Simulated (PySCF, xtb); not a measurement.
1-(chloromethyl)-1-fluorocyclopropane (C₄H₆ClF), SMILES FC1(CCl)CC1.

GFN2-xTB (xtb) at its own geometry gives an orbital gap of 6.59 eV and a dipole moment of 2.91 D.

Geometry optimised at PBE-D3(BJ)/def2-SVP. One conformer was computed; it need not be the lowest.

Q: What does PBE/def2-TZVP run with PySCF give? (An estimate is asked for; the answer gives what the named calculation found.)

A: gap 6.33 eV (levels -6.85 and -0.52 eV), dipole 2.67 D.
